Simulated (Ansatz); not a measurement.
H₂O₂Zn (SMILES [OH][Zn][OH]), singlet, geometry from GFN2-xTB (such geometries of metal compounds can be far from the true shape); Ansatz (a first-principles code) with B3LYP/6-31G**.

Here is a job for Ansatz.
Ansatz 0.2 input:
```yaml
crystal:
  periodic: [false, false, false]
  atoms:
    - {symbol: Zn, position_ang: [-0.00043581, 0.16948187, 0.03107190]}
    - {symbol: O, position_ang: [1.25323209, -0.15772531, -1.08183775]}
    - {symbol: H, position_ang: [1.82660149, 0.51561231, -1.44172741]}
    - {symbol: O, position_ang: [-1.25144443, -0.53747576, 0.95438330]}
    - {symbol: H, position_ang: [-1.82782845, -0.03845981, 1.52920600]}
basis:
  gaussian:
    orbitals: 6-31G__.json
hamiltonian:
  xc: b3lyp
output: {forces: true}
```
The basis file holds 6-31G** in the JSON format of the Basis Set Exchange.

The log (banner, timings and long lists left out):

```
Functional definition: B3LYP
683 factors; integrals over basis functions are off by at most 1.2e-3 eV
mean field evaluation 1: about -52527.1807 eV, gradient 8.7e1 eV
mean field evaluation 2: about -52477.7631 eV, gradient 1.8e2 eV
mean field evaluation 4: about -52539.4211 eV, gradient 8.9e0 eV
mean field evaluation 8: about -52539.5669 eV, gradient 1.4e-1 eV
mean field evaluation 16: about -52539.5669 eV, gradient 5.9e-5 eV
mean field -52539.56691212 eV, -1930.7934714229 hartree, gradient 2.5e-5 eV, S^2 0.000000; 0 other end points of the search recorded, 0 dependent functions left out
the calculation of the forces begins
reference -52539.56712664 eV, -1930.7934793063 hartree; 24, 24 occupied and 52, 52 virtual orbitals, 683 factors
Total energy: -52539.56712664 eV, -1930.7934793063 hartree
Atom 0 at    -0.000436     0.169482     0.031072 Å, force     0.000270    -0.105190    -0.019285 eV/Å
Atom 1 at     1.253232    -0.157725    -1.081838 Å, force     0.758248    -0.103973    -0.656097 eV/Å
Atom 2 at     1.826601     0.515612    -1.441727 Å, force     0.225211     0.305698    -0.133891 eV/Å
Atom 3 at    -1.251444    -0.537476     0.954383 Å, force    -0.757123    -0.333728     0.575851 eV/Å
Atom 4 at    -1.827828    -0.038460     1.529206 Å, force    -0.226607     0.237195     0.233422 eV/Å
Dipole moment:    -0.001870     0.727363     0.133351 e Å
```
